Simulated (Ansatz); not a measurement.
Breaking the N3–H4 bond in H3NSi (SMILES N[SiH]) (multiplicity 1 held, fragments rigid). Energies count from the point at 1.009 Å.
Geometry at that point (charge 0, multiplicity 1):
```
atom    x (Å)    y (Å)    z (Å)
----  -------  -------  -------
Si    -0.2447   0.3910   0.5100
H     -0.5860   1.4739  -0.5153
N      0.3978  -0.6896  -0.6544
H      0.4631  -0.5284  -1.6484
H      0.7649  -1.5931  -0.3951
```

R- and RO- levels are restricted; in cc, def2 and unpolarised 6-31G sets they are followed outwards from rest. Unrestricted levels (U-) break spin symmetry where that is lower. Active spaces are followed from a long bond inwards. Curves can end on different states.

Cores are frozen in the correlated methods.

Run with Ansatz (Gaussian basis) for Hartree–Fock, density functionals and correlated methods. Each number belongs to the level named beside it.

Energies in kJ/mol.

| R (Å) | R-HF/cc-pV(D+d)Z | U-HF/cc-pV(D+d)Z | U-MP2/cc-pV(D+d)Z | R-CCSD(T)/cc-pV(D+d)Z | FIC-NEVPT4(SD) on CASSCF(2,2)/cc-pV(D+d)Z | FIC-MRCISD+Q on CASSCF(2,2)/cc-pV(D+d)Z |
|---|---|---|---|---|---|---|
| 0.807 | 144 | 144 | 159 | 160 | 160 | 160 |
| 0.908 | 26 | 26 | 34 | 34 | 34 | 34 |
| 1.009 | 0 | 0 | 0 | 0 | 0 | 0 |
| 1.110 | 23 | 23 | 15 | 14 | 15 | 15 |
| 1.211 | 71 | 71 | 56 | 54 | 54 | 54 |
| 1.362 | 163 | 163 | 136 | 130 | 131 | 131 |
| 1.514 | 260 | 260 | 235 | 208 | 210 | 210 |
| 1.766 | 408 | 346 | 395 | 314 | 319 | 316 |
| 2.018 | 529 | 374 | 444 | 379 | 391 | 383 |
| 2.321 | 641 | 384 | 465 | 412 | 435 | 423 |
| 2.725 | 746 | 386 | 480 | 415 | 457 | 441 |
| 3.229 | 830 | 386 | 484 | 397 | 464 | 447 |

Doubts at one or more of the structures used: a restricted determinant that unrestricted orbitals would lower (R-HF/cc-pV(D+d)Z, R-CCSD(T)/cc-pV(D+d)Z); a spin-contaminated determinant (U-HF/cc-pV(D+d)Z, U-MP2/cc-pV(D+d)Z); other coupled-cluster roots lie near (R-CCSD(T)/cc-pV(D+d)Z).

Ansatz is a quantum-chemistry and plane-wave program.
